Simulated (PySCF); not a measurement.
Two-component Hartree-Fock for Cr (chromium, neutral)

Start: [Ar] 3d4 4s2; 3d5/2 filled at m_j = -1/2, +1/2, +3/2, +5/2. Calculated with PySCF 2.14 in x2c-SVPall-2c with one added diffuse shell each of s, d type (6s5p4d1f, 48 functions): generalised Hartree-Fock with the X2C-1e Hamiltonian and a Gaussian nucleus; one run each with spin-orbit coupling (SO) switched off, then screened by Boettger's factors. This is a chosen level, not necessarily the ground level.

```
spinor shell  electrons  ε, spin-free (eV)  ε, screened SO (eV)  weight of nominal j (screened SO)  rms radius, screened SO (bohr)
       1s1/2          2            -6045.8              -6045.8                              1.000                          0.0735
       2s1/2          2            -728.86              -728.87                              1.000                           0.316
       2p1/2          2            -610.35              -616.30                              0.987                           0.285
       3s1/2          2            -96.780              -96.784                              1.000                           0.965
       3p3/2          4            -61.549              -61.822                              0.832                            1.05
       3p1/2          2            -61.549              -61.025                              0.665                            1.04
       3d5/2          4            -15.320              -15.315                              0.692                            1.39
       4s1/2          2             -6.619               -6.619                              0.999                            3.76
```

(1) Where does 2p3/2 lie, and what is the 2p spin-orbit splitting (screened SO)?

| quantity | spin-free | screened SO |
| --- | --- | --- |
| E (hartree) | -1049.46235 | -1049.46938 |
| M_J | 4 | 4 |
| ⟨J²⟩ | 20.027 | 20.027 |
| ⟨L²⟩ | 6.010 | 6.013 |
| ⟨S²⟩ | 6.017 | 6.016 |

Each row is a mean over spinors that exchange with the open shell spreads, by up to 12.421 eV (3p3/2).

Rows whose weight is well below 1 are mixtures of j = l ± 1/2: exchange outweighs spin-orbit coupling there, and the label is only the starting occupation.

Without spin-orbit coupling the j labels of p, d and f shells carry no meaning; the spin-free column gives the mean over the occupied spinors of each nl shell.

## Answers

(1) At -607.43 eV, 8.873 eV above 2p1/2.
